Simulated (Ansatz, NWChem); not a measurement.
## Ansatz → NWChem

Ansatz 0.2.0 runs this on C3H7NSi (SMILES C[SiH](C)C#N):

input.yaml:
```yaml
crystal:
  periodic: [false, false, false]
  atoms:
    - symbol: C
      position_ang: [-1.574000, -0.409500, -0.327500]
    - symbol: Si
      position_ang: [-0.024600, 0.197700, 0.504300]
    - symbol: C
      position_ang: [1.505800, -0.728400, -0.007000]
    - symbol: C
      position_ang: [0.209700, 1.980000, 0.019500]
    - symbol: "N"
      position_ang: [0.355600, 3.077000, -0.301300]
    - symbol: H
      position_ang: [-2.437600, 0.188700, -0.030400]
    - symbol: H
      position_ang: [-1.768300, -1.449400, -0.053100]
    - symbol: H
      position_ang: [-1.478200, -0.354800, -1.414200]
    - symbol: H
      position_ang: [-0.176500, 0.213800, 1.980900]
    - symbol: H
      position_ang: [1.646700, -0.678600, -1.089000]
    - symbol: H
      position_ang: [1.425000, -1.780000, 0.279500]
    - symbol: H
      position_ang: [2.393700, -0.311700, 0.472400]
basis:
  gaussian:
    orbitals: 3-21G.json
total_charge: 0
accuracy: high
output: {forces: true, orbitals: {seedname: orbitals}}
hamiltonian:
  xc: hf
```

```bash
$ ansatz run input.yaml --threads 1 --pin off --max-ram 2610MiB --events-out events.jsonl --progress --plain --runs-dir runs
```

(Basis files named in the input come from the Basis Set Exchange and aren't shown.)

The shape is that of a PBE0-D4/def2-TZVP optimisation.

The shape isn't stationary at this level (largest force 1.8 eV/Å).

It gives a total energy of -458.607836 Eh.

Task: How is this level of theory, on these atoms, set up in NWChem 7.3.0 as an input file of the program's own?

Result: One way, which was run:

a.xyz:
```
12

C     -1.574000    -0.409500    -0.327500
Si    -0.024600     0.197700     0.504300
C      1.505800    -0.728400    -0.007000
C      0.209700     1.980000     0.019500
N      0.355600     3.077000    -0.301300
H     -2.437600     0.188700    -0.030400
H     -1.768300    -1.449400    -0.053100
H     -1.478200    -0.354800    -1.414200
H     -0.176500     0.213800     1.980900
H      1.646700    -0.678600    -1.089000
H      1.425000    -1.780000     0.279500
H      2.393700    -0.311700     0.472400
```

a.nw:
```
start a
memory stack 880 mb heap 220 mb global 1100 mb
geometry units angstrom noautosym nocenter noautoz
  load format xyz a.xyz
end
basis spherical bse
  C library 3-21G
  Si library 3-21G
  N library 3-21G
  H library 3-21G
end
scf
  thresh 1e-08
  maxiter 80
  print low
end
task scf gradient
```

```bash
$ nwchem a.nw > a.out
```

Its energy is -458.607836 Eh, the same as the first but for the last digit, at most.
